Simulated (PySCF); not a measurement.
thionyl fluoride cation (F₂OS), SMILES O=S(F)F (connectivity only; charge and spin as stated), charge +1, multiplicity 2.

The structure is a stationary point at PBE0-D3(BJ)/def2-TZVP. The multiplicity is an assumed one; other spin states were not compared.

Computed with TDA-PBE0/def2-SVPD in PySCF.

Vertical excitations. 

Computed UV-visible absorptions:
```json
[
 {"state": "root 1", "energy (eV)": "2.65", "λ (nm)": "468", "f": "0.001", "main pairs": "β HOMO→LUMO 99 %"},
 {"state": "root 2", "energy (eV)": "3.49", "λ (nm)": "356", "f": "0.016", "main pairs": "β HOMO−1→LUMO 93 %"},
 {"state": "root 3", "energy (eV)": "5.47", "λ (nm)": "227", "f": "0.001", "main pairs": "β HOMO−2→LUMO 98 %"},
 {"state": "root 4", "energy (eV)": "5.72", "λ (nm)": "217", "f": "0.028", "main pairs": "β HOMO−3→LUMO 92 %"},
 {"state": "root 5", "energy (eV)": "6.06", "λ (nm)": "204", "f": "0.008", "main pairs": "β HOMO−4→LUMO 96 %"},
 {"state": "root 6", "energy (eV)": "7.47", "λ (nm)": "166", "f": "0.000", "main pairs": "β HOMO−5→LUMO 96 %"},
 {"state": "root 7", "energy (eV)": "7.89", "λ (nm)": "157", "f": "0.022", "main pairs": "α HOMO→LUMO 92 %"},
 {"state": "root 8", "energy (eV)": "8.10", "λ (nm)": "153", "f": "0.026", "main pairs": "β HOMO−6→LUMO 91 %"},
 {"state": "root 9", "energy (eV)": "8.58", "λ (nm)": "145", "f": "0.012", "main pairs": "α HOMO→LUMO+1 83 %, β HOMO→LUMO+1 10 %"},
 {"state": "root 10", "energy (eV)": "8.71", "λ (nm)": "142", "f": "0.003", "main pairs": "α HOMO−1→LUMO 49 %, α HOMO→LUMO+1 11 %, β HOMO→LUMO+1 34 %"}
]
```
Unrestricted roots are not spin-pure.
